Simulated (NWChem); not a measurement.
Species: iodine (I₂); SMILES II

All runs: NWChem. The geometry was optimised at PBE0-D3(BJ)/def2-TZVP. def2 effective core potentials on I; no spin-orbit coupling.

For level TPSS/def2-SVP:

- orbital gap (eV): 1.90

Problem. Estimate the same quantities for level TPSS/def2-QZVP.

Solution. The orbital gap (eV) is 2.04.
